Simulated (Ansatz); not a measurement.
```yaml
crystal:
  periodic: [false, false, false]
  atoms:
    - {symbol: C, position_ang: [-1.404487, 0.465318, 0.135651]}
    - {symbol: C, position_ang: [1.483149, 0.310305, 0.388623]}
    - {symbol: B, position_ang: [1.183149, 0.310305, 0.088623]}
    - {symbol: S, position_ang: [2.596888, -0.266592, -0.822166]}
    - {symbol: H, position_ang: [-1.485231, 0.930372, -0.849884]}
    - {symbol: H, position_ang: [-1.350190, 1.270351, 0.872100]}
    - {symbol: H, position_ang: [-2.328352, -0.089971, 0.313557]}
    - {symbol: H, position_ang: [-0.152633, -0.908713, 1.218841]}
    - {symbol: H, position_ang: [-0.263746, -1.273507, -0.487423]}
    - {symbol: H, position_ang: [1.369777, 1.357024, 0.640698]}
    - {symbol: H, position_ang: [2.078326, -1.408617, -1.310223]}
basis:
  gaussian: {orbitals: pcseg-2}
hamiltonian: {xc: {name: LC-wPBE}, pseudopotentials: {relativity: scalar}}
output: {forces: true}
```

```sh
$ ansatz run in.yaml --threads 2 --pin off --events-out ev --progress --plain --max-ram 32768MiB --backend cpu
```

It prints (some lines left out):

```
Functional definition: LC-wPBE
1112 factors; their error is unknown
377 factors; integrals over basis functions are off by at most 5.6e-5 eV
mean field evaluation 1: about -13513.0784 eV, gradient 1.0e2 eV
mean field evaluation 2: about -13479.6007 eV, gradient 1.3e2 eV
mean field evaluation 4: about -13533.2153 eV, gradient 3.7e1 eV
mean field evaluation 8: about -13537.2761 eV, gradient 1.1e0 eV
mean field evaluation 16: about -13537.2555 eV, gradient 1.9e-2 eV
mean field evaluation 32: about -13537.2648 eV, gradient 5.2e-4 eV
mean field -13537.26477482 eV, -497.4853045872 hartree, gradient 2.9e-5 eV, S^2 0.000000; 2 other end points of the search recorded, 0 dependent functions left out
reference -13537.26477483 eV, -497.4853045875 hartree; 20, 20 occupied and 202, 202 virtual orbitals, 1112 factors
Total energy: -13537.26477483 eV, -497.4853045875 hartree
Relativity: scalar
Atom 0 at    -1.404487     0.465318     0.135651 Å, force     0.234672     1.633454    -2.094363 eV/Å
Atom 1 at     1.483149     0.310305     0.388623 Å, force   638.038301    13.890566   668.694552 eV/Å
Atom 2 at     1.183149     0.310305     0.088623 Å, force  -649.003277   -10.783065  -660.896609 eV/Å
Atom 3 at     2.596888    -0.266592    -0.822166 Å, force     7.227439    -4.704279   -10.823891 eV/Å
Atom 4 at    -1.485231     0.930372    -0.849884 Å, force    -0.347045     0.316815     0.099967 eV/Å
Atom 5 at    -1.350190     1.270351     0.872100 Å, force     0.313604     0.035174     0.173040 eV/Å
Atom 6 at    -2.328352    -0.089971     0.313557 Å, force     0.705185    -0.711043     0.114635 eV/Å
Atom 7 at    -0.152633    -0.908713     1.218841 Å, force     0.148544    -2.774189    -2.064326 eV/Å
Atom 8 at    -0.263746    -1.273507    -0.487423 Å, force    -0.264647     0.723798     4.069718 eV/Å
Atom 9 at     1.369777     1.357024     0.640698 Å, force     2.583940     2.322813     2.991834 eV/Å
Atom 10 at     2.078326    -1.408617    -1.310223 Å, force     0.363285     0.049955    -0.264557 eV/Å
Dipole moment:     0.441912     0.323255     0.023925 e Å
```

Problem. What is wrong with this run?

Solution. One atom was put on top of another. The calculation finished and met its thresholds. The result belongs to that input, not to the molecule as meant.
